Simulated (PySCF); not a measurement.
**Radial density of C⁻ (carbon, charge -1)**

r2SCAN0, [He] 2s2 2p3, high-spin 4S determinant. All numbers are calculated (PySCF 2.14, no relativity, point nucleus, in def2-QZVPPD (8s4p4d2f1g, 63 functions)).

| r (bohr) | 4πr²ρ (e/bohr) | 4πr²(ρα − ρβ) |
| --- | --- | --- |
| 0.00495 | 0.03694 | 0.0000 |
| 0.00833 | 0.1004 | 0.0001 |
| 0.0140 | 0.2652 | 0.0002 |
| 0.0236 | 0.6693 | 0.0004 |
| 0.0396 | 1.562 | 0.0011 |
| 0.0666 | 3.205 | 0.0031 |
| 0.112 | 5.307 | 0.0099 |
| 0.189 | 6.186 | 0.0397 |
| 0.317 | 4.142 | 0.1632 |
| 0.533 | 1.718 | 0.5387 |
| 0.897 | 2.091 | 1.1417 |
| 1.51 | 2.351 | 1.2534 |
| 2.54 | 1.074 | 0.6622 |
| 4.27 | 0.2306 | 0.1851 |
| 7.18 | 0.006493 | 0.0056 |

At r2SCAN0 the highest occupied level has a positive energy, so only the finite basis holds that electron; in a semilocal or global hybrid functional this comes from self-interaction and does not mean that the real anion is unbound.
